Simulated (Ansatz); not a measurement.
Geometry optimisation, Ansatz 0.2.0, RHF/def2-SVP.

The input (input.yaml):

```yaml
crystal:
  periodic: [false, false, false]
  atoms:
    - { symbol: B, position_ang: [-0.045555, 0.268023, 0.019312] }
    - { symbol: F, position_ang: [-0.049368, 0.501387, 1.306242] }
    - { symbol: F, position_ang: [1.085151, 0.048198, -0.577866] }
    - { symbol: Cl, position_ang: [-1.53348, 0.334236, -0.898212] }
    - { symbol: H, position_ang: [-0.150709, -2.025426, 0.712683] }
    - { symbol: H, position_ang: [-0.114938, -1.631617, 1.302041] }
basis:
  gaussian: { orbitals: def2-SVP }
hamiltonian:
  xc: hf
relax:
  f_tol: 0.03
  max_steps: 50
```

Command:

```bash
$ ansatz run input.yaml --threads 1 --pin off --max-ram 2048MiB --backend cpu --events-out ev --progress --plain --runs-dir out
```

Question: Where does it end, and by what steps?

Answer: The run converged. After 9 steps the energy has fallen by 0.200 eV; H6 moved furthest, 0.59 Å.

```json
{"step": "0", "energy less start (eV)": "0.0000", "largest force component (eV/Å)": "1.234", "accepted": "yes"}
{"step": "1", "energy less start (eV)": "-0.1451", "largest force component (eV/Å)": "0.416", "accepted": "yes"}
{"step": "2", "energy less start (eV)": "-0.0427", "largest force component (eV/Å)": "2.009", "accepted": "no"}
{"step": "3", "energy less start (eV)": "-0.1506", "largest force component (eV/Å)": "0.712", "accepted": "yes"}
{"step": "4", "energy less start (eV)": "-0.1795", "largest force component (eV/Å)": "0.538", "accepted": "yes"}
{"step": "5", "energy less start (eV)": "-0.1881", "largest force component (eV/Å)": "0.503", "accepted": "yes"}
{"step": "6", "energy less start (eV)": "-0.1942", "largest force component (eV/Å)": "0.458", "accepted": "yes"}
{"step": "7", "energy less start (eV)": "-0.1962", "largest force component (eV/Å)": "0.400", "accepted": "yes"}
{"step": "8", "energy less start (eV)": "-0.1990", "largest force component (eV/Å)": "0.213", "accepted": "yes"}
{"step": "9", "energy less start (eV)": "-0.2002", "largest force component (eV/Å)": "0.019", "accepted": "yes"}
```

```xyz
6
Properties=species:S:1:pos:R:3
B -0.041 0.553 -0.074
F -0.040 0.887 1.179
F 1.080 0.239 -0.646
Cl -1.534 0.533 -0.985
H -0.169 -2.537 0.868
H -0.105 -2.180 1.522
```

Whether the end is a true minimum wasn't checked by a vibrational analysis.

Time of the run: 9.7 s on 1 thread of Arm Neoverse V2, with other jobs on the host, peak memory 0.12 GiB.
